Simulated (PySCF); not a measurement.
C₆H₁₁ (SMILES [CH]1CCCCC1), doublet (typed; the unrestricted solution is spin-contaminated), geometry from GFN2-xTB, with bond 11-3 at 2.0 times its length; DF-B3LYP/def2-SVP (PySCF).

Input for PySCF:
```python
from pyscf import gto, scf, dft

mol = gto.Mole()
mol.atom = '''
    C     0.19478157   -1.25324961    0.66510359
    C     1.29355223   -0.65266075   -0.11539714
    C     1.20459504    0.89197226   -0.14572493
    C    -0.24522720    1.38706484   -0.06610315
    C    -1.22077647    0.33666712   -0.59021356
    C    -1.19894589   -0.87088281    0.34556464
    H     0.38770307   -1.97963011    1.43349995
    H     2.26421590   -0.96103143    0.27476890
    H     1.23693489   -1.00504949   -1.15640594
    H     1.76993495    1.29982118    0.69345874
    H     2.14321410    1.61288842   -1.98032033
    H    -0.35038401    2.31576577   -0.62985473
    H    -0.50361772    1.60067580    0.97347952
    H    -2.22943140    0.75097965   -0.64284780
    H    -0.92966226    0.03724000   -1.59851942
    H    -1.74394039   -1.71069273   -0.11367362
    H    -1.74353349   -0.63397547    1.26974055
'''
mol.basis = 'def2-svp'
mol.spin = 1
mol.verbose = 4
mol.build()

mf = dft.UKS(mol)
mf.xc = 'b3lyp'
mf.diis_space = 2
mf = mf.density_fit(auxbasis='def2-universal-jkfit')
mf.kernel()
mf.analyze()
```

What the program printed (banner, timings and long lists left out):

```
PySCF version 2.14.0

[INPUT] verbose = 4
[INPUT] num. atoms = 17
[INPUT] num. electrons = 47
[INPUT] charge = 0
[INPUT] spin (= nelec alpha-beta = 2S) = 1
[INPUT] symmetry False subgroup None
[INPUT] Mole.unit = angstrom
[INPUT] Symbol           X                Y                Z      unit          X                Y                Z       unit  Magmom
[...]
nuclear repulsion = 243.854091750053
number of shells = 69
number of NR pGTOs = 221
number of NR cGTOs = 139
basis = def2-svp
ecp = {}

******** <class 'pyscf.df.df_jk.DFUKS'> ********
method = DFUKS
initial guess = minao
damping factor = 0
level_shift factor = 0
DIIS = <class 'pyscf.scf.diis.CDIIS'>
diis_start_cycle = 1
diis_space = 2
diis_damp = 0
SCF conv_tol = 1e-09
SCF conv_tol_grad = None
SCF max_cycles = 50
direct_scf = False
number electrons alpha = 24  beta = 23
XC library pyscf.dft.libxc version 7.1.2
    S. Lehtola, C. Steigemann, M. J. T. Oliveira, and M. A. L. Marques,  SoftwareX 7, 1–5 (2018)
XC functionals = b3lyp
    P. J. Stephens, F. J. Devlin, C. F. Chabalowski, and M. J. Frisch,  J. Phys. Chem. 98, 11623 (1994)
radial grids:
    Treutler-Ahlrichs [JCP 102, 346 (1995); DOI:10.1063/1.469408] (M4) radial grids

becke partition: Becke, JCP 88, 2547 (1988); DOI:10.1063/1.454033
pruning grids: <function nwchem_prune>
grids dens level: 3
symmetrized grids: False
atomic radii adjust function: <function treutler_atomic_radii_adjust>
small_rho_cutoff = 0
Set gradient conv threshold to 3.16228e-05
tot grids = 192600
******** <class 'pyscf.df.df.DF'> ********
auxbasis = def2-universal-jkfit
init E= -235.29271239903

cycle= 1 E= -234.853249042309  delta_E= 0.439  |g|= 0.256  |ddm|= 2.99
cycle= 2 E= -234.819154977676  delta_E= 0.0341  |g|= 0.354  |ddm|= 0.713
cycle= 3 E= -234.886195637163  delta_E= -0.067  |g|= 0.114  |ddm|= 0.494
cycle= 4 E= -234.880242214948  delta_E= 0.00595  |g|= 0.151  |ddm|= 0.298
cycle= 5 E= -234.89563825677  delta_E= -0.0154  |g|= 0.0447  |ddm|= 0.162
cycle= 6 E= -234.890186650163  delta_E= 0.00545  |g|= 0.0954  |ddm|= 0.167
cycle= 7 E= -234.896163762835  delta_E= -0.00598  |g|= 0.0343  |ddm|= 0.133
cycle= 8 E= -234.896319892  delta_E= -0.000156  |g|= 0.0353  |ddm|= 0.0696
cycle= 9 E= -234.896561042197  delta_E= -0.000241  |g|= 0.0249  |ddm|= 0.0527
cycle= 10 E= -234.895090022276  delta_E= 0.00147  |g|= 0.0514  |ddm|= 0.0837
cycle= 11 E= -234.897044106908  delta_E= -0.00195  |g|= 0.012  |ddm|= 0.0586
cycle= 12 E= -234.897004020698  delta_E= 4.01e-05  |g|= 0.018  |ddm|= 0.0381
cycle= 13 E= -234.897149425526  delta_E= -0.000145  |g|= 0.0121  |ddm|= 0.031
cycle= 14 E= -234.897243496651  delta_E= -9.41e-05  |g|= 0.0138  |ddm|= 0.0301
cycle= 15 E= -234.897385251234  delta_E= -0.000142  |g|= 0.00792  |ddm|= 0.0191
cycle= 16 E= -234.897355562285  delta_E= 2.97e-05  |g|= 0.0159  |ddm|= 0.0311
cycle= 17 E= -234.897587048579  delta_E= -0.000231  |g|= 0.00578  |ddm|= 0.0215
cycle= 18 E= -234.897728443768  delta_E= -0.000141  |g|= 0.00622  |ddm|= 0.0219
cycle= 19 E= -234.897801066107  delta_E= -7.26e-05  |g|= 0.00595  |ddm|= 0.0138
cycle= 20 E= -234.897921636452  delta_E= -0.000121  |g|= 0.00695  |ddm|= 0.0202
cycle= 21 E= -234.898021132208  delta_E= -9.95e-05  |g|= 0.00516  |ddm|= 0.0131
cycle= 22 E= -234.898149434817  delta_E= -0.000128  |g|= 0.00646  |ddm|= 0.0223
cycle= 23 E= -234.898225050713  delta_E= -7.56e-05  |g|= 0.00462  |ddm|= 0.0119
cycle= 24 E= -234.898344672805  delta_E= -0.00012  |g|= 0.00418  |ddm|= 0.0181
cycle= 25 E= -234.898445086133  delta_E= -0.0001  |g|= 0.00401  |ddm|= 0.0172
cycle= 26 E= -234.898507892522  delta_E= -6.28e-05  |g|= 0.00381  |ddm|= 0.0118
cycle= 27 E= -234.898573086155  delta_E= -6.52e-05  |g|= 0.00315  |ddm|= 0.0121
cycle= 28 E= -234.898648711076  delta_E= -7.56e-05  |g|= 0.00339  |ddm|= 0.0171
cycle= 29 E= -234.898666409226  delta_E= -1.77e-05  |g|= 0.00257  |ddm|= 0.00445
cycle= 30 E= -234.898710288928  delta_E= -4.39e-05  |g|= 0.00253  |ddm|= 0.012
cycle= 31 E= -234.898729770293  delta_E= -1.95e-05  |g|= 0.00197  |ddm|= 0.00574
cycle= 32 E= -234.898757151025  delta_E= -2.74e-05  |g|= 0.00205  |ddm|= 0.00993
cycle= 33 E= -234.898765660787  delta_E= -8.51e-06  |g|= 0.00153  |ddm|= 0.00343
cycle= 34 E= -234.898780720735  delta_E= -1.51e-05  |g|= 0.0015  |ddm|= 0.0071
cycle= 35 E= -234.898787221852  delta_E= -6.5e-06  |g|= 0.00113  |ddm|= 0.00337
cycle= 36 E= -234.898795377339  delta_E= -8.16e-06  |g|= 0.00116  |ddm|= 0.00536
cycle= 37 E= -234.898798334636  delta_E= -2.96e-06  |g|= 0.000827  |ddm|= 0.0021
cycle= 38 E= -234.898802709125  delta_E= -4.37e-06  |g|= 0.000813  |ddm|= 0.00389
cycle= 39 E= -234.898804444104  delta_E= -1.73e-06  |g|= 0.0006  |ddm|= 0.00173
cycle= 40 E= -234.898806604011  delta_E= -2.16e-06  |g|= 0.000599  |ddm|= 0.00272
cycle= 41 E= -234.898807498716  delta_E= -8.95e-07  |g|= 0.000421  |ddm|= 0.00122
cycle= 42 E= -234.898808644927  delta_E= -1.15e-06  |g|= 0.000424  |ddm|= 0.00203
cycle= 43 E= -234.898809045736  delta_E= -4.01e-07  |g|= 0.000306  |ddm|= 0.000803
cycle= 44 E= -234.898809596244  delta_E= -5.51e-07  |g|= 0.000295  |ddm|= 0.00136
cycle= 45 E= -234.898809836313  delta_E= -2.4e-07  |g|= 0.00021  |ddm|= 0.000657
cycle= 46 E= -234.898810115322  delta_E= -2.79e-07  |g|= 0.000215  |ddm|= 0.00101
cycle= 47 E= -234.898810210604  delta_E= -9.53e-08  |g|= 0.00015  |ddm|= 0.000382
cycle= 48 E= -234.898810346905  delta_E= -1.36e-07  |g|= 0.000144  |ddm|= 0.000683
cycle= 49 E= -234.898810404191  delta_E= -5.73e-08  |g|= 0.000104  |ddm|= 0.000324
cycle= 50 E= -234.898810469268  delta_E= -6.51e-08  |g|= 0.000105  |ddm|= 0.000478
SCF not converged.
SCF energy = -234.898810469268 after 50 cycles  <S^2> = 1.0017447  2S+1 = 2.2376279
**** SCF Summaries ****
Total Energy =                        -234.898810469268057
Nuclear Repulsion Energy =             243.854091750052561
One-electron Energy =                 -797.229329866812122
Two-electron Energy =                  318.476427647491505
Two-electron Coulomb Energy =          355.011291428805350
[...]
spin_pop of  1 C 3dyz     -0.00018
spin_pop of  1 C 3dz^2     0.00047
spin_pop of  1 C 3dxz      0.00009
spin_pop of  1 C 3dx2-y2    0.00012
spin_pop of  2 C 1s        0.00000
spin_pop of  2 C 2s       -0.04078
spin_pop of  2 C 3s       -0.00086
spin_pop of  2 C 2px      -0.06987
spin_pop of  2 C 2py      -0.03953
spin_pop of  2 C 2pz      -0.28449
spin_pop of  2 C 3px      -0.00027
spin_pop of  2 C 3py      -0.00018
spin_pop of  2 C 3pz      -0.00145
spin_pop of  2 C 3dxy      0.00001
spin_pop of  2 C 3dyz      0.00008
spin_pop of  2 C 3dz^2     0.00025
spin_pop of  2 C 3dxz      0.00020
spin_pop of  2 C 3dx2-y2    0.00010
spin_pop of  3 C 1s       -0.00000
spin_pop of  3 C 2s        0.00213
spin_pop of  3 C 3s       -0.00008
spin_pop of  3 C 2px       0.00477
spin_pop of  3 C 2py       0.00404
spin_pop of  3 C 2pz       0.00359
spin_pop of  3 C 3px      -0.00009
spin_pop of  3 C 3py       0.00007
spin_pop of  3 C 3pz      -0.00008
spin_pop of  3 C 3dxy     -0.00003
spin_pop of  3 C 3dyz     -0.00002
spin_pop of  3 C 3dz^2     0.00000
spin_pop of  3 C 3dxz     -0.00013
spin_pop of  3 C 3dx2-y2   -0.00002
spin_pop of  4 C 1s       -0.00000
spin_pop of  4 C 2s        0.00047
spin_pop of  4 C 3s        0.00003
spin_pop of  4 C 2px       0.00014
spin_pop of  4 C 2py       0.00106
spin_pop of  4 C 2pz       0.00082
spin_pop of  4 C 3px       0.00004
spin_pop of  4 C 3py       0.00002
spin_pop of  4 C 3pz       0.00011
spin_pop of  4 C 3dxy      0.00000
spin_pop of  4 C 3dyz     -0.00001
spin_pop of  4 C 3dz^2     0.00002
spin_pop of  4 C 3dxz      0.00003
spin_pop of  4 C 3dx2-y2    0.00001
spin_pop of  5 C 1s        0.00000
spin_pop of  5 C 2s       -0.00688
spin_pop of  5 C 3s        0.00010
spin_pop of  5 C 2px      -0.01866
spin_pop of  5 C 2py      -0.01008
spin_pop of  5 C 2pz      -0.00760
spin_pop of  5 C 3px       0.00004
spin_pop of  5 C 3py       0.00027
spin_pop of  5 C 3pz       0.00020
spin_pop of  5 C 3dxy      0.00035
spin_pop of  5 C 3dyz      0.00001
spin_pop of  5 C 3dz^2     0.00000
spin_pop of  5 C 3dxz      0.00036
spin_pop of  5 C 3dx2-y2   -0.00001
spin_pop of  6 H 1s       -0.02789
spin_pop of  6 H 2s        0.00018
spin_pop of  6 H 2px      -0.00001
spin_pop of  6 H 2py       0.00030
spin_pop of  6 H 2pz       0.00026
spin_pop of  7 H 1s        0.00210
spin_pop of  7 H 2s        0.00001
spin_pop of  7 H 2px       0.00001
spin_pop of  7 H 2py       0.00002
spin_pop of  7 H 2pz       0.00001
spin_pop of  8 H 1s        0.05477
spin_pop of  8 H 2s        0.00059
spin_pop of  8 H 2px       0.00010
spin_pop of  8 H 2py       0.00003
spin_pop of  8 H 2pz      -0.00005
spin_pop of  9 H 1s        0.01094
spin_pop of  9 H 2s        0.00017
spin_pop of  9 H 2px      -0.00006
spin_pop of  9 H 2py      -0.00005
spin_pop of  9 H 2pz       0.00003
spin_pop of  10 H 1s        0.51304
spin_pop of  10 H 2s        0.00371
spin_pop of  10 H 2px      -0.00004
spin_pop of  10 H 2py      -0.00003
spin_pop of  10 H 2pz      -0.00016
spin_pop of  11 H 1s       -0.01081
spin_pop of  11 H 2s        0.00001
spin_pop of  11 H 2px      -0.00002
spin_pop of  11 H 2py      -0.00000
spin_pop of  11 H 2pz      -0.00000
spin_pop of  12 H 1s       -0.01622
spin_pop of  12 H 2s       -0.00009
spin_pop of  12 H 2px      -0.00000
spin_pop of  12 H 2py       0.00001
spin_pop of  12 H 2pz      -0.00001
spin_pop of  13 H 1s       -0.00043
spin_pop of  13 H 2s       -0.00000
spin_pop of  13 H 2px      -0.00000
spin_pop of  13 H 2py       0.00000
spin_pop of  13 H 2pz       0.00001
spin_pop of  14 H 1s       -0.00094
spin_pop of  14 H 2s       -0.00002
spin_pop of  14 H 2px      -0.00000
spin_pop of  14 H 2py      -0.00000
spin_pop of  14 H 2pz       0.00001
spin_pop of  15 H 1s        0.04899
spin_pop of  15 H 2s        0.00041
spin_pop of  15 H 2px      -0.00001
spin_pop of  15 H 2py       0.00015
spin_pop of  15 H 2pz      -0.00001
spin_pop of  16 H 1s        0.03276
spin_pop of  16 H 2s        0.00021
spin_pop of  16 H 2px      -0.00001
spin_pop of  16 H 2py       0.00003
spin_pop of  16 H 2pz       0.00007
 ** Mulliken Spin Density (per atom)  **
spin density of  0 C =      0.88315
spin density of  1 C =     -0.03343
spin density of  2 C =     -0.43678
spin density of  3 C =      0.01416
spin density of  4 C =      0.00275
spin density of  5 C =     -0.04191
spin density of  6 H =     -0.02716
spin density of  7 H =      0.00214
spin density of  8 H =      0.05545
spin density of  9 H =      0.01104
spin density of  10 H =      0.51652
spin density of  11 H =     -0.01082
spin density of  12 H =     -0.01631
spin density of  13 H =     -0.00043
spin density of  14 H =     -0.00095
spin density of  15 H =      0.04952
spin density of  16 H =      0.03305
 ** Mulliken pop alpha/beta on meta-lowdin orthogonal AOs **
 ** Mulliken pop       alpha | beta **
In total            24.00000 | 23.00000
 ** Mulliken atomic charges   ( Nelec_alpha | Nelec_beta ) **
charge of  0C =     -0.10492  (     3.49403      2.61088 )
charge of  1C =     -0.17270  (     3.06963      3.10307 )
charge of  2C =     -0.06889  (     2.81605      3.25284 )
charge of  3C =     -0.16446  (     3.08931      3.07515 )
charge of  4C =     -0.16069  (     3.08172      3.07897 )
charge of  5C =     -0.16736  (     3.06273      3.10463 )
charge of  6H =      0.09652  (     0.43816      0.46532 )
charge of  7H =      0.10061  (     0.45076      0.44863 )
charge of  8H =      0.10258  (     0.47643      0.42099 )
charge of  9H =      0.09985  (     0.45559      0.44456 )
charge of  10H =     -0.12308  (     0.81980      0.30328 )
charge of  11H =      0.10872  (     0.44023      0.45105 )
charge of  12H =      0.09152  (     0.44608      0.46240 )
charge of  13H =      0.08905  (     0.45526      0.45569 )
charge of  14H =      0.08740  (     0.45583      0.45678 )
charge of  15H =      0.09534  (     0.47709      0.42757 )
charge of  16H =      0.09052  (     0.47127      0.43821 )
Dipole moment(X, Y, Z, Debye): -1.27168, -0.79214,  1.26377
```

The run did not converge; its last values are not results.
